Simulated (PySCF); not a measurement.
SiSn⁺: from constants to spectrum

UHF-CCSD(T) constants of SiSn⁺, ⁴Σ⁻ (quartet), unpaired electrons σ ↑, π ↑↑ (basis Si x2c-SVPall, Sn x2c-SVPall; spin-free X2C with a Gaussian nucleus; PySCF 2.14; masses 27.9769 and 119.9022 u):

* ωe: 308.6 cm⁻¹
* ωexe: 1.44 cm⁻¹
* Be: 0.11293 cm⁻¹
* αe: 0.000616 cm⁻¹
* D (centrifugal): 6.05e-08 cm⁻¹
* De to Si + Sn⁺: 2.35 eV

Question: Give the vibrational terms G(v) and spacings up to v = 6.

Answer: G(v) = ωe(v+½) − ωexe(v+½)².

| v | G(v) (cm⁻¹) | G(v) − G(v−1) | Bv (cm⁻¹) |
| --- | --- | --- | --- |
| 0 | 153.9 |  | 0.1126 |
| 1 | 459.7 | 305.7 | 0.1120 |
| 2 | 762.5 | 302.8 | 0.1114 |
| 3 | 1062.5 | 300.0 | 0.1108 |
| 4 | 1359.5 | 297.1 | 0.1102 |
| 5 | 1653.7 | 294.2 | 0.1095 |
| 6 | 1945.1 | 291.3 | 0.1089 |

Question: How well does the Morse estimate ωe²/(4ωexe) reproduce De, and what is D0?

Answer: It gives 2.05 eV, 87 % of the computed De. D0 = De − G(0) = 2.35 − 0.02 = 2.33 eV.

Correlated steps freeze 23 core orbitals. Correlated levels converge slowly with the basis: in double zeta they bind strong bonds too weakly, by up to about 1 eV, and carry superposition errors of some tenths. Spin–orbit coupling is left out, which matters for elements this heavy, above all for dissociation energies. For an ion De counts to the pair picked by the measured ionisation energies or electron affinities, which need not be the lowest pair at this level. The state is the lowest determinant that a PBE0 search found; another state may lie lower at other levels.
